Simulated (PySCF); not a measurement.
**Os⁺ (osmium, charge +1) across methods**

[Xe] 4f14 5d5 6s1 6p1, high-spin 8P determinant (an excited configuration). Computed with PySCF 2.14 in aug-cc-pVTZ-PP with ECP60MDF (6s6p5d3f2g, 88 functions), with a scalar-relativistic core potential. The B2PLYP total includes its PT2 part (frozen core); its orbital energies are those of the SCF part.

```
   method  E (hartree)  mean ε 5d α (eV)  mean ε 6s α (eV)  mean ε 6p α (eV)  Σ⟨r²⟩ (bohr²)    ⟨S²⟩
   PBEsol     -90.1848           -18.936           -16.092            -9.092          49.26  15.751
   B2PLYP     -90.0928           -22.235           -17.924           -10.636          49.38  15.751
   r2SCAN     -90.3584           -19.554           -16.449            -9.272          48.99  15.751
    B97-3     -90.2921           -20.622           -17.013            -9.910          49.09  15.750
      UHF    -89.70982           -25.338           -19.823           -12.293          49.45  15.753
     PBE0     -90.2967           -20.732           -17.106            -9.957          49.16  15.751
      PBE     -90.3203           -18.973           -16.014            -9.079          49.35  15.751
      LDA     -90.1024           -18.995           -16.250            -9.204          49.43  15.750
CAM-B3LYP     -90.2338           -21.898           -18.275           -10.999          49.28  15.750
```

Energies and moments cover only the electrons outside the core potential. Spin-orbit coupling, absent here, splits the open shell strongly.
